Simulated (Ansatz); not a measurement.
```yaml
crystal:
  periodic: [false, false, false]
  atoms:
    - {symbol: N, position_ang: [-0.344830, -0.361111, 0.686627]}
    - {symbol: B, position_ang: [0.326845, 0.306141, -0.620745]}
    - {symbol: Cl, position_ang: [-0.637163, 1.827772, -0.926843]}
    - {symbol: Cl, position_ang: [0.148075, -0.946171, -1.939125]}
    - {symbol: Cl, position_ang: [2.063525, 0.626793, -0.152241]}
    - {symbol: H, position_ang: [-0.283370, 0.282869, 1.472086]}
    - {symbol: H, position_ang: [0.142409, -1.222783, 0.922322]}
    - {symbol: H, position_ang: [-1.323390, -0.570509, 0.502219]}
basis:
  gaussian: {orbitals: aug-cc-pVTZ, final_grid: {core_spheres: 8, valence_spheres: 7, degree: 23}}
hamiltonian: {xc: {name: B2PLYP}}
output: {forces: true}
```

```sh
$ ansatz run in.yaml --threads 4 --pin off --events-out ev --progress --plain --max-ram 10444MiB
```

Shortened log:

```
Functional definition: B2PLYP
1770 factors; integrals over basis functions are off by at most 8.4e-4 eV
mean field evaluation 1: about -39766.3147 eV, gradient 4.1e1 eV
mean field evaluation 2: about -39766.4496 eV, gradient 4.1e1 eV
mean field evaluation 4: about -39769.6861 eV, gradient 3.5e0 eV
mean field evaluation 8: about -39769.7180 eV, gradient 3.7e-1 eV
mean field evaluation 16: about -39769.7183 eV, gradient 2.3e-5 eV
mean field -39769.71829788 eV, -1461.5101905637 hartree, gradient 3.7e-6 eV, S^2 0.000000; 0 other end points of the search recorded, 0 dependent functions left out
17 core orbitals not correlated: weight in the atoms' cores, before any rotation towards them, 1.000 or more for the frozen orbitals, at most 0.000 for the correlated occupied ones
reference -39769.71847780 eV, -1461.5101971758 hartree; 16, 16 occupied and 278, 278 virtual orbitals, 1770 factors
second order -30.46812424 eV of doubles, -0.00000000 eV of singles
Total energy: -39777.94487135 eV, -1461.8125115625 hartree
Atom 0 at    -0.344830    -0.361111     0.686627 Å, force    -0.039905    -0.043090     0.080700 eV/Å
Atom 1 at     0.326845     0.306141    -0.620745 Å, force    -0.026259    -0.024599     0.049816 eV/Å
Atom 2 at    -0.637163     1.827772    -0.926843 Å, force    -0.121380     0.200206    -0.046077 eV/Å
Atom 3 at     0.148075    -0.946171    -1.939125 Å, force    -0.019532    -0.159086    -0.176186 eV/Å
Atom 4 at     2.063525     0.626793    -0.152241 Å, force     0.227689     0.043874     0.054410 eV/Å
Atom 5 at    -0.283370     0.282869     1.472086 Å, force    -0.017084    -0.040938    -0.009798 eV/Å
Atom 6 at     0.142409    -1.222783     0.922322 Å, force    -0.033523     0.026061     0.013105 eV/Å
Atom 7 at    -1.323390    -0.570509     0.502219 Å, force     0.029992    -0.002428     0.034031 eV/Å
Dipole moment:    -0.520107    -0.516691     1.012362 e Å
```

Run time 18 s (4 threads of an Arm Neoverse V2 on a shared host); peak host memory 1.3 GiB.
